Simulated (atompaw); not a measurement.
## An all-electron radial function and its pseudo partner (Al)

Columns: radius, all-electron u(r) and pseudo u(r) of the 3s shell (level -7.93 eV) of aluminium in the configuration [Ne] 3s1.75 3p1.25; PBEsol, scalar-relativistic, PAW (atompaw) scheme, atompaw 4.2.0.5.

| r (bohr) | all-electron | pseudo |
| --- | --- | --- |
| 0.090 | 0.1338 | 0.0360 |
| 0.181 | -0.0412 | 0.0725 |
| 0.271 | -0.2014 | 0.1089 |
| 0.362 | -0.2844 | 0.1461 |
| 0.452 | -0.2936 | 0.1833 |
| 0.542 | -0.2512 | 0.2208 |
| 0.633 | -0.1757 | 0.2592 |
| 0.723 | -0.0841 | 0.2974 |
| 0.813 | 0.0140 | 0.3356 |
| 0.904 | 0.1125 | 0.3741 |
| 0.994 | 0.2048 | 0.4116 |
| 1.085 | 0.2905 | 0.4487 |
| 1.175 | 0.3663 | 0.4841 |
| 1.265 | 0.4326 | 0.5176 |
| 1.356 | 0.4903 | 0.5494 |
| 1.446 | 0.5385 | 0.5781 |
| 1.537 | 0.5788 | 0.6039 |
| 1.627 | 0.6109 | 0.6260 |
| 1.717 | 0.6359 | 0.6442 |
| 1.808 | 0.6544 | 0.6585 |
| 1.898 | 0.6667 | 0.6685 |
| 1.988 | 0.6736 | 0.6742 |
| 2.079 | 0.6758 | 0.6760 |
| 2.169 | 0.6738 | 0.6738 |
| 2.260 | 0.6682 | 0.6682 |
| 2.350 | 0.6594 | 0.6594 |

(1) How many radial nodes do the two functions have?

(2) Is the pseudo-wave norm-conserving?

Results:

(1) The all-electron 3s function has n − l − 1 = 2; the pseudo-wave has 0, since the states of the same l below it are removed with the core.

(2) No, it belongs to a PAW set: the norm inside the radius is not constrained, and the difference is carried by the augmentation charge.
